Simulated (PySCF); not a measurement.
A structure optimised at r2SCAN-D4/def2-SVP, used in a PySCF frequency run:

```xyz
13

C      0.6642     2.5154     0.0000
C      0.3842     1.0438     0.0000
N      1.3327     0.1731     0.0000
Si     0.7743    -1.5055     0.0000
O     -0.9033    -1.3362     0.0000
Si    -1.3924     0.2669     0.0000
H      0.2046     2.9924     0.8831
H      0.2046     2.9924    -0.8831
H      1.7476     2.7053     0.0000
H      1.2422    -2.2138     1.2208
H      1.2422    -2.2138    -1.2208
H     -2.1904     0.6002     1.2163
H     -2.1904     0.6002    -1.2163
```
Charge 0, spin multiplicity 1.

Task: Write its SMILES, formula and point group.

Result: CC1=N[SiH2]O[SiH2]1, C2H7NOSi2, Cs

Task: What are its rotational constants (standard atomic weights)?

Result: 3.6161, 2.2253, 1.4368 GHz
